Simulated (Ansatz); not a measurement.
H$_{2}$Si, charge +1, doublet, geometry from GFN2-xTB (a state made from the parent by changing its charge; the spin is typed, not shown lowest). Base run: CCSD/aug-cc-pVDZ (Ansatz, a quantum-chemistry and plane-wave program).

The Ansatz input:
Ansatz 0.2 input:
```yaml
crystal:
  periodic: [false, false, false]
  atoms:
    - {symbol: Si, position_ang: [-0.00145387, 0.07386784, 0.00432301]}
    - {symbol: H, position_ang: [-1.33576333, -0.54636664, 0.01759822]}
    - {symbol: H, position_ang: [1.35611754, -0.48778307, -0.07812031]}
basis:
  gaussian:
    orbitals: aug-cc-pVDZ
total_charge: 1
magnetization: {spin_polarized: true, initial_magnetization: 1}
correlation: {method: ccsd}
```

Variants of this job, named by their change:

```csv
change,ΔE vs base (mEh),MP2 correlation (Eh),CC correlation without the perturbative part (Eh),basis functions
base,0.000,-0.06343,-0.08466,45
reference functional = pbe0,1.418,-,-0.08912,45
method = bccd_t,-1.459,-0.06343,-0.08461,45
lower_state_search = off,0.000,-0.06343,-0.08466,45
method = ccsd_t,-1.453,-0.06343,-0.08466,45
method = bccd,0.053,-0.06343,-0.08461,45
electrons = outside_noble_gas,0.000,-0.06343,-0.08466,45
electrons = all,-7.248,-0.07089,-0.09191,45
accuracy = high,0.000,-0.06343,-0.08466,45
diis_vectors = 2,0.000,-0.06343,-0.08466,45
```
